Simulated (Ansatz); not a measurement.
The cluster Au2Se⁺, relaxed as a quartet with UKS r2SCAN-D4/def2-TZVP in Ansatz, starting from the r2SCAN-D4/def2-TZVP geometry of the charge +1 doublet. Force threshold 0.02 eV/Å.

In the def2 sets Au takes a core potential; there is no spin–orbit coupling. At r2SCAN-D4/def2-TZVP a doublet of charge 1 lies 1.92 eV below the quartet, each at its own geometry. The structure comes from a short search, and lower isomers may exist.

Start:

```xyz
3

Au   -0.352    1.696   -0.479
Au   -0.323   -1.741   -0.306
Se    0.675    0.045    0.785
```

Task: Estimate the energy that the relaxation releases and the steps that it takes.

Result: 0.76 eV, in 9 steps; 81 s on 4 threads of Intel Xeon on a shared host. No frequencies were taken in this run, so the end may be a saddle point.

Task: Does the start keep its bonding and symmetry?

Result: By distances, no bond broke or formed, bridged metal pairs apart. The bond that changes most is Au1–Se3, from 2.32 to 2.56 Å (atoms count from 1). Metal–metal contacts that move far: Au1–Au2 3.44 to 2.55 Å. Point group C2v at the start, C2v at the end, both within 0.05 Å; within 0.015 Å the end is Cs.

Task: Predict the relaxed structure.

Result: 
```xyz
3

Au   -0.472    1.263   -0.602
Au   -0.491   -1.287   -0.520
Se    0.963    0.024    1.123
```
Bond lengths (bridged metal pairs left out): 2 × Au–Se 2.56 Å.
